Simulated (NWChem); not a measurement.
# C3H6OS; SMILES CCSC=O

```xyz
11

C      0.7632     1.8611    -0.4346
C      0.0113     1.1031     0.6570
S     -1.1156    -0.1981     0.0019
C      0.0546    -1.5239    -0.2178
O      1.2357    -1.4737     0.0357
H      1.3955     2.6341     0.0194
H      1.4089     1.1826    -0.9987
H      0.0746     2.3487    -1.1320
H     -0.6296     1.7657     1.2457
H      0.7042     0.5967     1.3339
H     -0.4440    -2.4261    -0.6195
```
Atoms are numbered in this order, from 1.

Program: NWChem. Structure relaxed at the B3LYP/6-31G* (spherical d) level. Level: M06-2X/def2-SVP with COSMO at NWChem's default radii, gas-phase geometry; the question gives the dielectric constant.

### Question
Estimate the computed values for dielectric constant 20.7. Quantities: electrostatic solvation energy (kcal/mol); dipole in solution (D).

### Answer
```yaml
electrostatic solvation energy (kcal/mol): -4.3
dipole in solution (D): 1.77
```
